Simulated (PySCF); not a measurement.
Compound: C6H18SSi2.
InChI=1S/C6H18SSi2/c1-8(2,3)7-9(4,5)6/h1-6H3

Computed, not measured: PySCF 2.14.0, PBE0-D3(BJ)/def2-SVP geometry optimisation, gas phase.

Take the most abundant isotopes and a rigid rotor. 

**Question.** Give the principal moments of inertia and the rotational constants in cm⁻¹.

**Answer.** Ia = 341.91, Ib = 849.36, Ic = 868.80 u·Å²; 505379 MHz·u·Å²/I gives 1478, 595.0 and 581.7 MHz, that is A = 0.04930, B = 0.01985, C = 0.01940 cm⁻¹.

**Question.** Classify the top.

**Answer.** A near-prolate asymmetric top. Ray's parameter κ = (2B − A − C)/(A − C) = -0.970; −1 is the prolate and +1 the oblate limit.

**Question.** Is it planar, by Δ = Ic − Ia − Ib?

**Answer.** Not planar: Δ = Ic − Ia − Ib = -322.47 u·Å². For a rigid frame Δ = −2 Σ m c², so Σ m c² = 161.24 u·Å² lies off the ab plane: 47.25 from hydrogen and 113.99 from heavier atoms. The atom farthest from that plane is 2.45 Å away.

**Question.** Which types of transition are allowed, and where do some lines up to J = 4 fall?

**Answer.** The dipole components are |μa| = 0.00 D, |μb| = 1.81 D, |μc| = 0.00 D; the symmetry axis of this C2 structure is b, so μa and μc vanish by symmetry and there are no a-type or c-type lines. Some lines, for components of 0.1 D or more:

```json
{"type": "b", "branch": "Q", "J(Ka,Kc)": "1(1,0) ← 1(0,1)", "MHz": "896", "lower level (cm⁻¹)": "0.039"}
{"type": "b", "branch": "R", "J(Ka,Kc)": "3(1,2) ← 2(2,1)", "MHz": "901", "lower level (cm⁻¹)": "0.236"}
{"type": "b", "branch": "Q", "J(Ka,Kc)": "3(1,2) ← 3(0,3)", "MHz": "930", "lower level (cm⁻¹)": "0.235"}
{"type": "b", "branch": "Q", "J(Ka,Kc)": "4(1,3) ← 4(0,4)", "MHz": "958", "lower level (cm⁻¹)": "0.392"}
{"type": "b", "branch": "R", "J(Ka,Kc)": "2(0,2) ← 1(1,1)", "MHz": "1470", "lower level (cm⁻¹)": "0.069"}
{"type": "b", "branch": "Q", "J(Ka,Kc)": "4(2,2) ← 4(1,3)", "MHz": "2605", "lower level (cm⁻¹)": "0.424"}
{"type": "b", "branch": "Q", "J(Ka,Kc)": "2(2,0) ← 2(1,1)", "MHz": "2649", "lower level (cm⁻¹)": "0.148"}
{"type": "b", "branch": "Q", "J(Ka,Kc)": "2(2,1) ← 2(1,2)", "MHz": "2689", "lower level (cm⁻¹)": "0.147"}
{"type": "b", "branch": "Q", "J(Ka,Kc)": "3(2,2) ← 3(1,3)", "MHz": "2709", "lower level (cm⁻¹)": "0.264"}
{"type": "b", "branch": "R", "J(Ka,Kc)": "3(1,3) ← 2(0,2)", "MHz": "4380", "lower level (cm⁻¹)": "0.118"}
{"type": "b", "branch": "Q", "J(Ka,Kc)": "3(3,1) ← 3(2,2)", "MHz": "4449", "lower level (cm⁻¹)": "0.354"}
{"type": "b", "branch": "R", "J(Ka,Kc)": "2(2,1) ← 1(1,0)", "MHz": "5016", "lower level (cm⁻¹)": "0.069"}
{"type": "b", "branch": "R", "J(Ka,Kc)": "2(2,0) ← 1(1,1)", "MHz": "5029", "lower level (cm⁻¹)": "0.069"}
{"type": "b", "branch": "R", "J(Ka,Kc)": "3(2,2) ← 2(1,1)", "MHz": "6179", "lower level (cm⁻¹)": "0.148"}
{"type": "b", "branch": "R", "J(Ka,Kc)": "3(2,1) ← 2(1,2)", "MHz": "6220", "lower level (cm⁻¹)": "0.147"}
{"type": "b", "branch": "Q", "J(Ka,Kc)": "4(4,1) ← 4(3,2)", "MHz": "6228", "lower level (cm⁻¹)": "0.660"}
{"type": "b", "branch": "R", "J(Ka,Kc)": "3(3,1) ← 2(2,0)", "MHz": "7979", "lower level (cm⁻¹)": "0.236"}
{"type": "b", "branch": "R", "J(Ka,Kc)": "4(3,1) ← 3(2,2)", "MHz": "9156", "lower level (cm⁻¹)": "0.354"}
{"type": "b", "branch": "R", "J(Ka,Kc)": "4(4,0) ← 3(3,1)", "MHz": "10935", "lower level (cm⁻¹)": "0.503"}
```

**Question.** Estimate the classical rotational partition function at 10 K, 100 K and 298.15 K.

**Answer.** Point group C2, symmetry number σ = 2; q = (√π/σ)·√((kT/h)³/(ABC)), k/h = 20836.6 MHz/K: 3730 at 10 K, 118000 at 100 K, 607000 at 298.15 K.

Stationary, but not proved a minimum. No vibrational averaging or centrifugal distortion is included, and the geometry carries the error of its method. A rigid rotor knows nothing of internal rotation, which can split or shift real lines.

Conformer computed: `[CH3:1][Si:2]([CH3:3])([CH3:4])[S:5][Si:6]([CH3:7])([CH3:8])[CH3:9]`: C1–Si2–S5–Si6 -45°, Si2–S5–Si6–C7 -162°.
